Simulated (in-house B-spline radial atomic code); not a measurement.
Results of a calculation; reference values are marked as such.
## Weak and strong correlation along the adiabatic connection

Two-electron singlets in several external potentials (atomic units), by full CI in B-splines with partial waves to l = 8 (correlation energies up to 0.6 % small). The repulsion is scaled by λ at fixed density; W(λ) is the mean repulsion less the Hartree energy, W(0) = E_x, and the area under W from 0 to 1 is E_xc.

Relative drop (W(λ) − E_x)/E_x:

| system | λ = 0.12 | λ = 0.25 | λ = 0.4 | λ = 0.6 | λ = 0.8 | λ = 1 |
| --- | --- | --- | --- | --- | --- | --- |
| −Z/r, Z = 1, wall at 1 bohr | 0.0066 | 0.0135 | 0.0211 | 0.0309 | 0.0402 | 0.0490 |
| ω²r²/2 − Z/r, ω = 0.105, Z = 0.3 | 0.0401 | 0.0750 | 0.1074 | 0.1410 | 0.1670 | 0.1878 |
| −Z/r, Z = 0.75, wall at 8 bohr | 0.0338 | 0.0646 | 0.0943 | 0.1264 | 0.1523 | 0.1736 |
| −Z exp(−kr)/r, Z = 7.93, k = 2.06 | 0.0025 | 0.0052 | 0.0083 | 0.0123 | 0.0162 | 0.0201 |
| −V exp(−r²/w²), V = 6.06, w = 2.74 | 0.0146 | 0.0293 | 0.0449 | 0.0637 | 0.0806 | 0.0958 |
| empty sphere, radius 7.61 bohr | 0.0602 | 0.1083 | 0.1490 | 0.1872 | 0.2142 | 0.2342 |
| ω²r²/2, ω = 0.697 | 0.0188 | 0.0373 | 0.0565 | 0.0791 | 0.0988 | 0.1161 |

Order the systems by how far second-order (GL2) theory, half the initial slope (estimated from the first points of each curve), overshoots the correlation energy, least first.
A. ω²r²/2 − Z/r, ω = 0.105, Z = 0.3
B. −Z/r, Z = 1, wall at 1 bohr
C. empty sphere, radius 7.61 bohr
D. ω²r²/2, ω = 0.697
E. −V exp(−r²/w²), V = 6.06, w = 2.74
F. −Z/r, Z = 0.75, wall at 8 bohr
G. −Z exp(−kr)/r, Z = 7.93, k = 2.06

G (GL2/E_c = 1.03), B (GL2/E_c = 1.09), E (GL2/E_c = 1.20), D (GL2/E_c = 1.26), F (GL2/E_c = 1.49), A (GL2/E_c = 1.61), C (GL2/E_c = 1.89).

What else changes along this order?

The ratio follows the bend of the curve. With it the leading natural occupation goes from 1.999 to 1.791 and −T_c/E_c from 0.97 to 0.53 between the first and the last.
